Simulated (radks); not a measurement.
Results of a calculation; reference values are marked as such.
Gd4+, 60 electrons, occupied as [Xe] 4f6.

Code: a radial shooting solver on a logarithmic mesh with Libxc functionals. Model: Dirac Kohn-Sham, PBE, spin-unpolarised, spherical densities, point nucleus; open shells are shared between the two j in proportion to 2j + 1.

Energy parts (hartree):
| part | energy |
|---|---|
| total | -11277.0828 |
| kinetic | 12299.9423 |
| electron-nucleus | -27604.1628 |
| Hartree | 4275.4441 |
| exchange-correlation | -248.3064 |

Orbitals (lengths in bohr, moments of r in powers of bohr; <r^-3> diverges for s and p1/2):
| orbital | occ. | eigenvalue (hartree) | <r^-3> | <1/r> | small-component weight |
|---|---|---|---|---|---|
| 1s1/2 | 2 | -1841.069 | - | 71.68 | 5.69e-02 |
| 2s1/2 | 2 | -305.2650 | - | 17.10 | 1.26e-02 |
| 2p1/2 | 2 | -289.9193 | - | 17.07 | 1.26e-02 |
| 2p3/2 | 4 | -264.3484 | 9902 | 15.09 | 1.17e-02 |
| 3s1/2 | 2 | -69.03961 | - | 6.232 | 3.98e-03 |
| 3p1/2 | 2 | -62.39614 | - | 6.146 | 3.92e-03 |
| 3p3/2 | 4 | -57.15111 | 2099 | 5.643 | 3.66e-03 |
| 3d3/2 | 4 | -45.69018 | 352.5 | 5.520 | 3.54e-03 |
| 3d5/2 | 6 | -44.54790 | 313.4 | 5.395 | 3.46e-03 |
| 4s1/2 | 2 | -15.27230 | - | 2.610 | 1.27e-03 |
| 4p1/2 | 2 | -12.68358 | - | 2.504 | 1.19e-03 |
| 4p3/2 | 4 | -11.50952 | 471.1 | 2.335 | 1.10e-03 |
| 4d3/2 | 4 | -7.24353 | 67.53 | 2.121 | 9.41e-04 |
| 4d5/2 | 6 | -7.03005 | 59.24 | 2.079 | 9.17e-04 |
| 4f5/2 | 2.57143 | -1.98444 | 8.950 | 1.600 | 5.76e-04 |
| 4f7/2 | 3.42857 | -1.95414 | 8.658 | 1.584 | 5.67e-04 |
| 5s1/2 | 2 | -3.34490 | - | 1.034 | 2.92e-04 |
| 5p1/2 | 2 | -2.59535 | - | 0.9309 | 2.42e-04 |
| 5p3/2 | 4 | -2.41253 | 73.07 | 0.8747 | 2.20e-04 |

The highest occupied level is 4f7/2 at -53.175 eV. The density falls to 0.001 e/bohr^3 at r = 3.10 bohr. Summed over all electrons, <r^2> = 32.02 bohr^2, which gives a Langevin (diamagnetic) susceptibility term of -25.4 x 10^-6 cm^3/mol.
